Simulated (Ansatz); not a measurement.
The same path of FH₄NSn (7 atoms, charge 0, multiplicity 1) was run 3 times with different band settings. Lost on the way: Sn1–F2, N3–H4. Made: F2–H4.

The calculation used RKS r2SCAN/def2-mTZVP (Ansatz 0.2.0).

Relaxed end points:

```xyz
7
Properties=species:S:1:pos:R:3
Sn -0.681 -0.015 0.326
F -0.094 0.866 1.973
N 0.879 -0.224 -0.942
H 1.643 -0.786 -0.576
H -1.817 1.055 -0.354
H -1.206 -1.552 0.835
H 1.275 0.655 -1.262
```

```xyz
7
Properties=species:S:1:pos:R:3
Sn -1.134 0.040 -0.250
F 1.866 -0.643 1.569
N 0.744 0.302 -0.514
H 1.588 -0.246 0.721
H -2.404 0.510 -1.306
H -1.637 -0.745 1.168
H 0.977 0.781 -1.387
```

Common settings: optimiser quadratic models (default); start path through a guess of the saddle point; force threshold 0.05 eV/Å; iteration limit 60; end points relaxed.

| run | movable images | climbing image | spring |
| --- | --- | --- | --- |
| 1 | 9 | yes | 5.0 eV/Å² |
| 2 | 9 | yes | 20.0 eV/Å² |
| 3 | 6 | no | 5.0 eV/Å² |

Question: What does each run give, and how far can it be trusted?

Answer: Run 1: converged after 12 iterations, highest image 2.579 eV above the first end. Neighbouring images differ by up to 1.2 eV, so the band resolves the path poorly. A vibrational analysis at the climbing image gives one clearly imaginary mode, 133i cm⁻¹: a first-order saddle point.
Run 2: converged after 11 iterations, highest image 2.579 eV above the first end. Neighbouring images differ by up to 1.2 eV, so the band resolves the path poorly. Another band between the same ends (9 images) ends at a top of the same energy, where a vibrational analysis finds 1 clearly imaginary mode.
Run 3: converged after 9 iterations, highest image 2.541 eV above the first end. Neighbouring images differ by up to 1.4 eV, so the band resolves the path poorly. No image climbed, so the highest image needn't sit at the top of the path.
The orbitals stay closed-shell, which can raise the energy where a bond breaks towards radicals; this wasn't checked here.
